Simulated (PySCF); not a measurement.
**Radial density of Mn²⁺ (manganese, charge +2)**

UHF, [Ar] 3d5, high-spin 6S determinant. All numbers are calculated (PySCF 2.14, no relativity, point nucleus, in cc-pVTZ (7s6p4d2f1g, 68 functions)).

```csv
r (bohr),4πr²ρ (e/bohr),4πr²(ρα − ρβ)
0.00108,0.1474,0.0000
0.00182,0.4018,0.0000
0.00306,1.068,0.0000
0.00515,2.723,0.0000
0.00867,6.465,-0.0001
0.0146,13.63,-0.0002
0.0245,23.60,-0.0003
0.0413,29.84,0.0004
0.0694,25.54,0.0054
0.117,24.58,0.0408
0.196,33.08,0.2841
0.330,18.93,1.4160
0.555,12.64,3.7208
0.934,12.99,4.1043
1.57,3.164,1.6723
2.64,0.2245,0.1983
4.45,0.002505,0.0025
```
